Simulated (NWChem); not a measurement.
System: CH3ClF2Si; SMILES FC[Si@@H](F)Cl

```xyz
8

F      0.9123     1.8731    -0.6028
C      0.2970     1.5322     0.5760
Si    -0.5416    -0.1492     0.4583
F     -1.7344    -0.0816    -0.6317
Cl     0.8081    -1.5587    -0.1620
H      1.0418     1.5171     1.3936
H     -0.4542     2.3012     0.8378
H     -1.1279    -0.5477     1.7610
```
Atoms are numbered in this order, from 1.

Program: NWChem. Geometry: optimised at PBE0/def2-SVP. Level M06-2X/def2-SVP: energy and gradient on several grids; changes count from the extra-fine grid, which is no exact limit either.

```
grid     size of the energy change (μHa)  largest change of a gradient component (μHa/bohr)  time, medium = 1 (rough)
-------  -------------------------------  -------------------------------------------------  ------------------------
xcoarse                            20000                                               4000                   about 1
coarse                                40                                                700                   about 1
medium                                80                                                200                   about 1
fine                                < 10                                                 70                   about 1
xfine                               < 10                                               < 30                         2
```
